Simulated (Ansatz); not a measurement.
Consider the homolysis of the S–Si bond: `F[SiH](F)S[SiH3]` → `F[SiH](F)[S]`• + `[SiH3]`•.

Gas-phase electronic energies from Ansatz, PBE0-D4/def2-TZVP geometries. CBS: MP2 limit from def2 TZ/QZ plus the TZ coupled-cluster correction, frozen cores. This one scheme is used for every species. DFT in def2-TZVPP. B3LYP here is the variant with VWN-RPA as its local correlation; programs differ in this. Open shells (•) are unrestricted, without spin–orbit coupling. One conformer a species, not always the lowest.

| level | ΔE (kJ/mol) | difference from CCSD(T)/CBS |
| --- | --- | --- |
| r2SCAN-D4 | 371.8 | -20.6 |
| PBE0-D4 | 380.1 | -12.3 |
| B3LYP-D4 | 369.8 | -22.6 |
| ωB97M-V | 393.5 | 1.1 |
| PBE | 369.8 | -22.6 |
| r2SCAN | 369.3 | -23.1 |
| CCSD(T)/def2-TZVPP | 375.0 | -17.4 |
| HF/def2-QZVPP | 271.4 | -121.0 |
| MP2/CBS(def2) | 412.6 | 20.2 |
| CCSD/CBS(def2) | 381.5 | -10.9 |
| CCSD(T)/CBS | 392.4 | 0 |

Largest T1 diagnostic among the species: 0.015.

In def2-TZVPP, CCSD(T) changes the Hartree–Fock value by +103.4 kJ/mol (the triples alone add +10.9 kJ/mol) and MP2 by +123.6 kJ/mol; breaking electron pairs costs correlation energy, which Hartree–Fock lacks. The D4 term adds +16.7 kJ/mol with B3LYP and +9.0 kJ/mol with PBE0; it sums over pairs of atoms, weighted by their polarisabilities, and B3LYP, whose exchange is more repulsive, gets the larger term.
